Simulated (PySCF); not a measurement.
# Fractional electron number in W²⁺ (tungsten, charge +2)

The 5d alpha orbital of [Xe] 4f14 5d4 is emptied in steps (occupation f), with all orbitals relaxed, ending at [Xe] 4f14 5d3. Calculation: PySCF 2.14, in def2-TZVPPD with the def2 core potential (60 electrons); scalar relativity through the core potential. The exact energy is a straight line in f; departures are measured from the line between the end points of the same method.

| f | BLYP (eV) |
| --- | --- |
| 1 | 0.000 |
| 0.8 | -0.855 |
| 0.6 | -1.291 |
| 0.4 | -1.297 |
| 0.2 | -0.868 |
| 0 | 0.000 |

Question: For BLYP, how does the orbital energy at f = 1 compare with the removal energy?

Answer: −ε = 20.404 eV against a total-energy difference of 25.695 eV. By Janak's theorem ε = ∂E/∂f, so the gap between them reflects the curvature. Along the path −ε is 22.456 (f = 0.8), 24.583 (f = 0.6), 26.749 (f = 0.4), 28.936 (f = 0.2) eV.

Reference removal energy between the ground levels: 26 ± 0.4 eV (semi-empirical (NIST evaluation); NIST Atomic Spectra Database, ionization energies). The calculation has no spin-orbit coupling. The determinant left behind need not be the lowest term of the ion.
